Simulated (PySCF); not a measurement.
**How methods differ on the excitation energy of S**

S [Ne] 3s2 3p4 (3P) → S [Ne] 3s1 3p4 3d1 (high-spin determinant), as a difference of total energies. All numbers are calculated (PySCF 2.14, the non-relativistic Hamiltonian (point nucleus), in aug-cc-pwCVTZ (8s7p5d3f, 75 functions)). Correlated levels: valence: [Ne] frozen. The calculations carry no spin-orbit coupling.

```tsv
method	excitation energy (eV)
UHF	18.323
MP2 (valence)	18.845
SCS-MP2 (valence)	19.035
CCSD (valence)	18.382
CCSD(T) (valence)	18.196
```

Q: How much does correlation contribute at CCSD(T) (valence)?

A: 18.196 − (18.323) = -0.127 eV, measured against UHF.

The upper state lies above the first ionisation limit, where it may autoionise and the basis confines it.

The promoted electron is Rydberg-like, and one or two diffuse shells describe it only roughly, which tends to raise the upper state.

The coupled-cluster amplitudes are large for the upper state (T1 above 0.03 or a double amplitude above 0.15), so a single reference is strained.

The determinant of the upper state mixes LS terms, which raises its energy above the lowest term, most at the Hartree-Fock and MP2 levels.
